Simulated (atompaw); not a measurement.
## What one change does to a pseudopotential (lanthanum, PAW (atompaw))

- Element: lanthanum (La)
- Generator: atompaw 4.2.0.5
- Type: PAW
- Functional: PBE
- Relativity: scalar-relativistic
- Frozen core: [Kr] 4d10
- Valence charge: 11
- Reference configuration: 4f0 5s2 5p6 5d1 6s2 6p0
- Partial waves: 5s (bound): rc 2.45 bohr; 6s (bound): rc 2.85 bohr; 5p (bound): rc 2.25 bohr; 6p (bound, empty): rc 2.85 bohr; 5d (bound): rc 2.85 bohr; 5d channel at 0.2 Ry: rc 2.85 bohr; 4f (bound, empty): rc 1.25 bohr; 4f channel at 4.05 Ry: rc 1.25 bohr
- Local potential: bessel scheme, radius 2.35 bohr
- Core correction: smooth core density matched at 2.40 bohr
- Augmentation charge: sinc compensation charge, radius 2.25 bohr; PAW radius 2.85 bohr; waves and projectors: custom polynom2 7 10 vanderbiltortho

All-electron outer shells of the reference configuration (PBE, scalar-relativistic, ld1.x):

| shell | level (eV) | outermost node (bohr) | outermost maximum (bohr) |
| --- | --- | --- | --- |
| 4p | -200.00 | 0.34 | 0.63 |
| 4d | -103.85 | 0.32 | 0.68 |
| 5s | -38.92 | 0.77 | 1.41 |
| 5p | -22.40 | 0.83 | 1.58 |
| 4f | -4.35 | – | 0.75 |
| 6s | -3.68 | 1.86 | 3.84 |
| 5d | -3.09 | 0.95 | 2.21 |
| 6p | -1.35 | 2.21 | 4.93 |

Change: all radii scaled by about 0.80 (s 1.96, p 1.80, d 2.28, f 1.00 bohr); local potential bessel scheme, radius 1.88 bohr; augmentation sinc compensation charge, radius 1.80 bohr; PAW radius 2.28 bohr; waves and projectors: custom polynom2 7 10 vanderbiltortho; core correction smooth core density matched at 1.92 bohr.

Cutoffs: the cutoffs (Ry, on a coarse ladder) from which the occupation-weighted sum of valence levels, in a spherical-Bessel basis at the reference potential, stays within 10 and 1 mRy of its value at 400 Ry; they do not see the model core or the augmentation charge, which bear on the density cutoff.

Q: What does the change do?

A: The potential gets softer (21 Ry and 40 Ry → 12 Ry and 25 Ry); neither file shows a bound ghost.

| quantity | base | changed |
| --- | --- | --- |
| cutoff, loose | 21 Ry | 12 Ry |
| cutoff, tight | 40 Ry | 25 Ry |
| loose cutoff by channel (10 mRy a level) | s 10 Ry, p 10 Ry, d 12 Ry | s 8 Ry, p 10 Ry, d 8 Ry |
| bound ghosts | none | none |
| lowest overlap eigenvalue by channel | s 0.52, p 0.37, d 0.89, f 0.98 | s 0.52, p 0.80, d 0.99, f 0.98 |

Base: The cutoffs count occupied waves only; the empty 4f level needs over 300 Ry at the loose tolerance. The cutoffs see the waves, projectors and local potential, not the compensation charge or the core.
